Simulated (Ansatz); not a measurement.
Cost and result up the ladder for Ga12P10Br6 (28 atoms). Total charge 0; singlet. Geometry: PBE-D4/def2-SVP.

```xyz
28

P    -2.5936    4.3292    2.1526
P     1.4899   -0.7301    3.6803
P     1.5704    3.4394    2.8354
P    -1.8049    0.2585    1.0223
P     0.8655   -3.0657    0.9025
P    -1.2612    0.3231   -2.8572
P     2.2075    0.5874   -0.3489
P    -2.8074   -3.0250   -0.7905
P     0.7727   -3.4563   -3.3700
P     0.1454    3.2939   -1.1627
Ga   -0.4632    0.2240    2.8770
Ga   -1.1353   -1.9446    0.4164
Ga   -0.7547    3.3592    3.0169
Ga   -3.0376   -1.0956   -2.2139
Ga   -1.3592    3.9573    0.3570
Ga    2.4314    1.3649    3.4284
Ga    1.8473   -0.9780    1.3234
Ga    1.5263    2.6144    0.6298
Ga   -0.2106    0.8691   -0.7915
Ga    1.6995   -3.1086   -1.2548
Ga    0.4641   -1.0877   -3.4285
Ga   -1.3790   -3.4521   -2.5347
Br   -1.3592    1.6500    4.7992
Br   -5.1026   -0.0404   -2.1809
Br    4.7511    1.3656    3.3399
Br    4.0082   -2.8203   -1.2418
Br    2.3814   -0.0632   -4.2261
Br   -2.8920   -2.7685   -4.3795
```

Ansatz on 11 threads of AMD EPYC 7R13 on a shared host and a whole NVIDIA H100 80GB HBM3. Times are rough, and most runs start from the orbitals of an earlier one. r2SCAN0-D4/def2-TZVP serves as the yardstick here, not as an exact answer. Differences are given only for rows in sets of like size (and for xTB, whose basis is part of the method), since another set adds its own error. Binding counts from free atoms at the same level (P quartet, Ga doublet, Br doublet; other spins of the atoms weren't run), without zero-point energy or a counterpoise term.

The 6-31G sets use Cartesian d functions. B3LYP takes the VWN-RPA correlation. Correlated methods freeze 212 core orbitals; core or outer-core shells of Ga, Br are correlated, in sets that lack core-valence functions. The rows differ in basis, and correlated rows in double-zeta sets carry the largest basis error. Single mean-field runs in 6-31G, def2-SVP, def2-TZVP are fitted with def2-universal-jkfit.

Correlated methods converge slowly with the basis, most of all in double-zeta sets.

| level | functions | wall time |
| --- | --- | --- |
| HF/6-31G | 652 | 7 s |
| PBE-D4/def2-SVP | 756 | 8 s |
| PBE-D4/def2-TZVP | 1234 | 8 s |
| B3LYP-D4/6-31G | 652 | 8 s |
| r2SCAN-D4/def2-TZVP | 1234 | 9.5 s |
| PBE0-D4/def2-SVP | 756 | 15 s |
| MP2/def2-SVP | 756 | 17 s |
| PBE0-D4/def2-TZVP (with forces) | 1234 | 23 s |
| r2SCAN0-D4/def2-TZVP (with forces) | 1234 | 25 s |

Question: Estimate what each level gives for the binding energy per atom (eV).

Answer: 
| level | binding energy per atom (eV) | difference from r2SCAN0-D4/def2-TZVP (eV) |
| --- | --- | --- |
| HF/6-31G | 1.26 | – |
| PBE-D4/def2-SVP | 3.11 | – |
| PBE-D4/def2-TZVP | 3.10 | 0.14 |
| B3LYP-D4/6-31G | 2.72 | – |
| r2SCAN-D4/def2-TZVP | 3.03 | 0.07 |
| PBE0-D4/def2-SVP | 3.04 | – |
| MP2/def2-SVP | 2.82 | – |
| PBE0-D4/def2-TZVP (with forces) | 3.05 | 0.09 |
| r2SCAN0-D4/def2-TZVP (with forces) | 2.96 | 0.00 |
